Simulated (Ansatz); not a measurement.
Saddle point of SiN₂H₉Cl, singlet (SiH₃Cl ([SiH3][Cl]) + NH₃ + NH₃ → SiNH₅ ([NH2][SiH3]) + HCl + NH₃ (still joined by a long H–N bond); bonds formed: Cl2–H8, H6–N9; bonds broken: Si1–Cl2, H6–N7; bonds weakened to dative contacts: H8–N9), PBE0-D4/def2-TZVP structure:

```xyz
13
angstrom
Si -0.9794 0.5359 -1.2043
Cl -0.9971 -2.0198 -0.0042
H 0.0881 -0.1605 -1.9504
H -2.3712 0.1119 -1.4310
H -0.9011 1.9589 -1.6881
H 0.6467 0.2209 0.7063
N -0.5207 0.8205 0.5237
H 0.9260 -1.4662 0.5337
N 1.5533 -0.6639 0.7855
H -0.5724 1.7949 0.7994
H -1.1192 0.2445 1.1130
H 2.3005 -0.5777 0.1075
H 1.9465 -0.7993 1.7089
```

Energies are electronic, without zero-point energy. Barriers and step energies count from the start structure reached by relaxing down the imaginary mode; all methods use the PBE0-D4 structures, on which another method's saddle can fall below an end. Computed with Ansatz 0.2.0 (basis: def2-TZVPP, with def2-QZVPP for the basis limit); correlated methods freeze the cores. B3LYP uses VWN-RPA correlation. Extrapolation: Hartree–Fock as exp(−7.88 √X), correlation as X^−2.97.

| method | barrier (kcal/mol) | step energy (kcal/mol) |
| --- | --- | --- |
| SPW92 | -0.36 | -1.32 |
| PBE-D4 | 3.05 | -1.40 |
| BLYP-D4 | 3.33 | -2.81 |
| r2SCAN-D4 | 3.28 | -1.65 |
| B97M-V | ? | 0.36 |
| PBE0-D4 | 4.26 | -0.67 |
| B3LYP-D4 | ? | -2.22 |
| r2SCAN0-D4 | 4.35 | -0.87 |
| BHLYP-D4 | 5.77 | -1.14 |
| CAM-B3LYP-D4 | 4.35 | -2.29 |
| wB97X-V | ? | -0.19 |
| wB97M-V | 5.77 | 0.82 |
| B2PLYP | 4.99 | -2.17 |
| PBE-QIDH | 5.17 | -0.17 |
| RPA on PBE | 6.63 | 0.09 |
| HF | 9.13 | -2.19 |
| MP2 | 5.21 | -0.47 |
| CCSD | 6.79 | -0.14 |
| CCSD(T) | 6.11 | -0.07 |

Question: Fill in the withheld barriers. (An estimate is asked for; the value comes from the calculation.)

Answer: By the calculation: B97M-V 6.44; wB97X-V 5.49; B3LYP-D4 4.26 kcal/mol. Each is the energy of the saddle less that of the start structure, by the same method.

For comparison, the barrier by CCSD(T) at an estimated basis limit (MP2 extrapolated from triple and quadruple zeta, plus CCSD(T) − MP2 in triple zeta) is 5.72 kcal/mol.

No T1 diagnostic of these runs exceeds 0.010.

The step is the kind of exchange with an N–H group that builds nitride films in atomic layer and chemical vapour deposition.

Labels in which every atom is bracketed show which atoms are joined, not bond orders.

For scale, one of the runs: CCSD(T)/def2-TZVPP, 272 basis functions, launched by `ansatz run in.yaml --threads 8 --pin off --events-out ev --progress --plain --max-ram 19148MiB`. The run took 94 s on 8 CPU threads of an Arm Neoverse V2 (shared host), with 7 GiB of host memory at its peak.
